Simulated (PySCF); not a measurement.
**Rh: excitation energy**

Rh [Kr] 4d8 5s1 (4F) → Rh [Kr] 4d9 (2D), as a difference of total energies. Calculation: PySCF 2.14, in def2-TZVPPD with the def2 core potential (28 electrons); a scalar-relativistic core potential. Correlated levels: valence and next inner shell: nothing frozen outside the core potential. The calculations carry no spin-orbit coupling.

Order these methods by the excitation energy they give, lowest first.
A. CCSD (valence and next inner shell)
B. UHF
C. CCSD(T) (valence and next inner shell)
D. MP2 (valence and next inner shell)

D (0.345 eV), C (0.667 eV), A (0.764 eV), B (1.683 eV).

Errors of the correlated levels include the incompleteness of this basis.

The coupled-cluster amplitudes are large for the upper state (T1 above 0.03 or a double amplitude above 0.15), so a single reference is strained.

For comparison: 0.342 eV (measured; NIST levels, between the centres of gravity of the two terms).
